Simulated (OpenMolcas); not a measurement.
An atom or ion with 21 electrons was computed by MS-CASPT2, IPEA 0.25 Eh, imaginary shift 0.1 Eh with spin-orbit coupling (OpenMolcas, ANO-RCC-VQZP, DKH2). The lowest levels that the run gave, each within 12 % of the measured value where one is at hand:

```json
{"J": "3/2", "Parity": "even", "E (cm-1)": "0.0", "g": "0.399"}
{"J": "5/2", "Parity": "even", "E (cm-1)": "365", "g": "1.029"}
{"J": "7/2", "Parity": "even", "E (cm-1)": "861", "g": "1.239"}
{"J": "9/2", "Parity": "even", "E (cm-1)": "1473", "g": "1.334"}
{"J": "1/2", "Parity": "even", "E (cm-1)": "17140", "g": "2.657"}
{"J": "3/2", "Parity": "even", "E (cm-1)": "17290", "g": "1.728"}
{"J": "5/2", "Parity": "even", "E (cm-1)": "17740", "g": "1.601"}
{"J": "7/2", "Parity": "even", "E (cm-1)": "18080", "g": "0.889"}
{"J": "9/2", "Parity": "even", "E (cm-1)": "18610", "g": "1.110"}
{"J": "3/2", "Parity": "even", "E (cm-1)": "23410", "g": "1.191"}
{"J": "1/2", "Parity": "even", "E (cm-1)": "23460", "g": "0.679"}
{"J": "3/2", "Parity": "even", "E (cm-1)": "25250", "g": "0.950"}
```

Which ion is it, and what are the configurations and terms?

Mn4+ (Z = 25, charge +4; active space 3 electrons in 10 orbitals (3d 4d)). J, parity and g give the terms where levels are pure, and mixed ones are named by the computed weights; the size of the splittings, set against known spectra of the 21-electron sequence, gives the charge. In order, with the measured energies in cm-1 (Corliss and Sugar, J. Phys. Chem. Ref. Data 6, 1253 (1977)): 3d3 4F 3/2, 3d3 4F 5/2 (359), 3d3 4F 7/2 (835), 3d3 4F 9/2 (1412), 3d3 4P 1/2 (16434), 3d3 4P 3/2 (16595), 3d3 4P 5/2 (17049), 3d3 2G 7/2 (17892), 3d3 2G 9/2 (18399), 3d3 2P 3/2 [70 %] (22919), 3d3 2P 1/2 (23082), 3d3 2D 3/2(1) [72 %] (24670).

Term energies are means over components that CASPT2 splits; among the terms shown or strongly mixed into the levels shown the widest spread is 1100 cm-1 (3d3 4F). Active for correlation alone: 4d; no level in the range computed is led by a configuration that fills it, so any true level of that kind is missing. Computed and measured levels are paired by configuration, term and J; levels that our copy of the source lacks, or whose pairing is in doubt (as where it misses far off the trend of its configuration), stay unpaired and out of the deviations. Only configurations of the active space appear.

A share in square brackets marks a mixed level and gives the weight of the term that names it. A number in round brackets counts repeated terms of one configuration in the order of the reference energies.
